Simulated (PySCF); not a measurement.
H5O2PSi. Atoms are numbered in the order given.

```xyz
9

Si    -0.4923     0.3461     0.0000
O     -1.0985    -0.3285     1.3917
O     -1.0985    -0.3285    -1.3917
P      1.6802    -0.1918     0.0000
H     -0.8183     1.8096     0.0000
H     -1.9409     0.0009     1.7166
H     -1.9409     0.0009    -1.7166
H      1.9829     0.7388     1.0418
H      1.9829     0.7388    -1.0418
```
Charge 0, spin multiplicity 1.

Coordinates come from a PBE0-D3(BJ)/def2-SVP optimisation. The values are those of a single conformer.

The numbers are results of PBE/def2-TZVP run with PySCF, not measurements.

Isolated molecule, no solvent.

```
Item                                                                                                           Result
---------------------------------------------------------------------------------------------  ----------------------
total energy                                                                                       -784.01705 hartree
point group                                                                                                        Cs
highest occupied level                                                                                       -6.35 eV
lowest empty level                                                                                           -0.64 eV
orbital gap                                                                                                   5.71 eV
dipole moment                                                                                                  2.98 D
quadrupole, principal values (traceless, Buckingham form, about the centre of nuclear charge)  -7.07, -1.21, 8.28 D·Å
mean static polarisability                                                                       60.0 bohr³ (8.89 Å³)
polarisability, principal values                                                               52.1, 55.5, 72.4 bohr³
```
